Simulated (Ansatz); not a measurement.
Ansatz (a quantum-chemistry and plane-wave program) input (B3LYP-D3(BJ)/def2-TZVP):

Ansatz 0.2 input:
```yaml
crystal:
  periodic: [false, false, false]
  atoms:
    - {symbol: Al, position_ang: [0.00000000, 0.00000000, 0.00000000]}
    - {symbol: I, position_ang: [-0.00000000, -0.00000000, -2.36949799]}
    - {symbol: I, position_ang: [0.00000000, 0.00000000, 2.36949799]}
basis:
  gaussian:
    orbitals: def2-TZVP
hamiltonian:
  xc: b3lyp
  dispersion: d3bj
total_charge: 1
phonons: {temperatures: {t_min: 298.15, t_max: 298.15, t_step: 100}}
```

Output:

```
Functional definition: B3LYP
integrals: 0.06 GiB planned
1081 factors; their error is unknown
mean field: 0.55 GiB planned
mean field evaluation 1: about -22798.0673 eV, gradient 2.4e1 eV
mean field evaluation 2: about -22797.4126 eV, gradient 3.0e1 eV
mean field evaluation 4: about -22799.5360 eV, gradient 1.2e0 eV
mean field evaluation 8: about -22799.9783 eV, gradient 7.7e-1 eV
mean field evaluation 16: about -22799.9786 eV, gradient 1.7e-5 eV
mean field -22799.97860632 eV, -837.8837594017 hartree, gradient 1.7e-5 eV, S^2 0.000000; 0 other end points of the search recorded, 0 dependent functions left out
the calculation of the forces begins
reference -22799.97881717 eV, -837.8837671502 hartree; 31, 31 occupied and 106, 106 virtual orbitals, 1081 factors
these checks for a lower state are left out or cut short: stability, starts, cluster_reference, orbital_swaps, neighbouring_geometries, increment
integrals: 0.06 GiB planned
1081 factors; their error is unknown
mean field: 0.55 GiB planned
mean field -22799.97860385 eV, -837.8837593108 hartree, gradient 1.1e-6 eV, S^2 0.000000; 0 other end points of the search recorded, 0 dependent functions left out
the calculation of the forces begins
reference -22799.97881469 eV, -837.8837670592 hartree; 31, 31 occupied and 106, 106 virtual orbitals, 1081 factors
these checks for a lower state are left out or cut short: stability, starts, cluster_reference, orbital_swaps, neighbouring_geometries, increment
integrals: 0.06 GiB planned
1081 factors; their error is unknown
mean field: 0.55 GiB planned
mean field evaluation 32: about -22799.9786 eV, gradient 1.1e-6 eV
mean field -22799.97860385 eV, -837.8837593108 hartree, gradient 1.1e-6 eV, S^2 0.000000; 0 other end points of the search recorded, 0 dependent functions left out
the calculation of the forces begins
reference -22799.97881469 eV, -837.8837670592 hartree; 31, 31 occupied and 106, 106 virtual orbitals, 1081 factors
these checks for a lower state are left out or cut short: stability, starts, cluster_reference, orbital_swaps, neighbouring_geometries, increment
integrals: 0.06 GiB planned
1081 factors; their error is unknown
mean field: 0.55 GiB planned
mean field -22799.97860385 eV, -837.8837593108 hartree, gradient 1.1e-6 eV, S^2 0.000000; 0 other end points of the search recorded, 0 dependent functions left out
the calculation of the forces begins
reference -22799.97881469 eV, -837.8837670592 hartree; 31, 31 occupied and 106, 106 virtual orbitals, 1081 factors
these checks for a lower state are left out or cut short: stability, starts, cluster_reference, orbital_swaps, neighbouring_geometries, increment
integrals: 0.06 GiB planned
1081 factors; their error is unknown
mean field: 0.55 GiB planned
mean field -22799.97860385 eV, -837.8837593107 hartree, gradient 1.1e-6 eV, S^2 0.000000; 0 other end points of the search recorded, 0 dependent functions left out
the calculation of the forces begins
reference -22799.97881469 eV, -837.8837670592 hartree; 31, 31 occupied and 106, 106 virtual orbitals, 1081 factors
these checks for a lower state are left out or cut short: stability, starts, cluster_reference, orbital_swaps, neighbouring_geometries, increment
integrals: 0.06 GiB planned
1081 factors; their error is unknown
mean field: 0.55 GiB planned
mean field -22799.97851681 eV, -837.8837561122 hartree, gradient 1.1e-6 eV, S^2 0.000000; 0 other end points of the search recorded, 0 dependent functions left out
the calculation of the forces begins
reference -22799.97872766 eV, -837.8837638607 hartree; 31, 31 occupied and 106, 106 virtual orbitals, 1081 factors
these checks for a lower state are left out or cut short: stability, starts, cluster_reference, orbital_swaps, neighbouring_geometries, increment
integrals: 0.06 GiB planned
1081 factors; their error is unknown
mean field: 0.55 GiB planned
mean field evaluation 64: about -22799.9785 eV, gradient 1.1e-6 eV
mean field -22799.97851681 eV, -837.8837561122 hartree, gradient 1.1e-6 eV, S^2 0.000000; 0 other end points of the search recorded, 0 dependent functions left out
the calculation of the forces begins
reference -22799.97872766 eV, -837.8837638607 hartree; 31, 31 occupied and 106, 106 virtual orbitals, 1081 factors
these checks for a lower state are left out or cut short: stability, starts, cluster_reference, orbital_swaps, neighbouring_geometries, increment
integrals: 0.06 GiB planned
1081 factors; their error is unknown
mean field: 0.55 GiB planned
mean field -22799.97860573 eV, -837.8837593801 hartree, gradient 1.1e-6 eV, S^2 0.000000; 0 other end points of the search recorded, 0 dependent functions left out
the calculation of the forces begins
reference -22799.97881658 eV, -837.8837671286 hartree; 31, 31 occupied and 106, 106 virtual orbitals, 1081 factors
these checks for a lower state are left out or cut short: stability, starts, cluster_reference, orbital_swaps, neighbouring_geometries, increment
integrals: 0.06 GiB planned
1081 factors; their error is unknown
mean field: 0.55 GiB planned
mean field -22799.97860573 eV, -837.8837593801 hartree, gradient 1.1e-6 eV, S^2 0.000000; 0 other end points of the search recorded, 0 dependent functions left out
the calculation of the forces begins
reference -22799.97881658 eV, -837.8837671286 hartree; 31, 31 occupied and 106, 106 virtual orbitals, 1081 factors
these checks for a lower state are left out or cut short: stability, starts, cluster_reference, orbital_swaps, neighbouring_geometries, increment
integrals: 0.06 GiB planned
1081 factors; their error is unknown
mean field: 0.55 GiB planned
mean field -22799.97860573 eV, -837.8837593801 hartree, gradient 1.1e-6 eV, S^2 0.000000; 0 other end points of the search recorded, 0 dependent functions left out
the calculation of the forces begins
reference -22799.97881658 eV, -837.8837671286 hartree; 31, 31 occupied and 106, 106 virtual orbitals, 1081 factors
these checks for a lower state are left out or cut short: stability, starts, cluster_reference, orbital_swaps, neighbouring_geometries, increment
integrals: 0.06 GiB planned
1081 factors; their error is unknown
mean field: 0.55 GiB planned
mean field evaluation 96: about -22799.9786 eV, gradient 1.1e-6 eV
mean field -22799.97860573 eV, -837.8837593801 hartree, gradient 1.1e-6 eV, S^2 0.000000; 0 other end points of the search recorded, 0 dependent functions left out
the calculation of the forces begins
reference -22799.97881658 eV, -837.8837671286 hartree; 31, 31 occupied and 106, 106 virtual orbitals, 1081 factors
these checks for a lower state are left out or cut short: stability, starts, cluster_reference, orbital_swaps, neighbouring_geometries, increment
integrals: 0.06 GiB planned
1081 factors; their error is unknown
mean field: 0.55 GiB planned
mean field -22799.97844742 eV, -837.8837535622 hartree, gradient 1.1e-6 eV, S^2 0.000000; 0 other end points of the search recorded, 0 dependent functions left out
the calculation of the forces begins
reference -22799.97865824 eV, -837.8837613099 hartree; 31, 31 occupied and 106, 106 virtual orbitals, 1081 factors
these checks for a lower state are left out or cut short: stability, starts, cluster_reference, orbital_swaps, neighbouring_geometries, increment
integrals: 0.06 GiB planned
1081 factors; their error is unknown
mean field: 0.55 GiB planned
mean field -22799.97867568 eV, -837.8837619506 hartree, gradient 1.1e-6 eV, S^2 0.000000; 0 other end points of the search recorded, 0 dependent functions left out
the calculation of the forces begins
reference -22799.97888655 eV, -837.8837696999 hartree; 31, 31 occupied and 106, 106 virtual orbitals, 1081 factors
Total energy: -22800.20124079 eV, -837.8919410676 hartree
Atom 0 at     0.000000     0.000000     0.000000 Å, force     0.000000    -0.000000     0.000000 eV/Å
Atom 1 at    -0.000000    -0.000000    -2.369498 Å, force    -0.000000     0.000000    -0.001670 eV/Å
Atom 2 at     0.000000     0.000000     2.369498 Å, force    -0.000000     0.000000     0.001670 eV/Å
Dipole moment:    -0.000000     0.000000    -0.000000 e Å
Vibrations: 94.13 94.13 174.94 565.27 cm⁻¹, zero-point energy 0.057558 eV
```
